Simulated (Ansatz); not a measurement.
```yaml
crystal:
  periodic: [false, false, false]
  atoms:
    - {symbol: C, position_ang: [-0.357171, 1.089256, -0.439750]}
    - {symbol: Si, position_ang: [-0.115323, -0.538333, 0.279980]}
    - {symbol: O, position_ang: [1.397449, -0.632311, 1.111920]}
    - {symbol: Br, position_ang: [0.038855, -2.131727, -1.450107]}
    - {symbol: H, position_ang: [-1.483875, 0.889279, -0.960254]}
    - {symbol: H, position_ang: [-0.546134, 1.771793, 0.506299]}
    - {symbol: H, position_ang: [0.273144, 1.388742, -1.018662]}
    - {symbol: H, position_ang: [-1.125709, -1.249392, 1.306674]}
    - {symbol: H, position_ang: [2.083125, -0.686858, 0.484782]}
basis:
  gaussian: {orbitals: LANL2DZ, point_charges: [{charge: -1.00, position_ang: [5.267, 0.989, -0.764]}]}
total_charge: 1
magnetization: {spin_polarized: true, initial_magnetization: 1}
hamiltonian: {xc: {name: BHLYP}, dispersion: d3bjatm}
```

```sh
$ ansatz run in.yaml --threads 4 --pin off --events-out ev --progress --plain --max-ram 10444MiB
```

Question: How does Ansatz answer? (Best estimate.)

Answer: Computed: The program refused the input.
```
Error: <dir> can't be read: No such file or directory (os error 2)
```
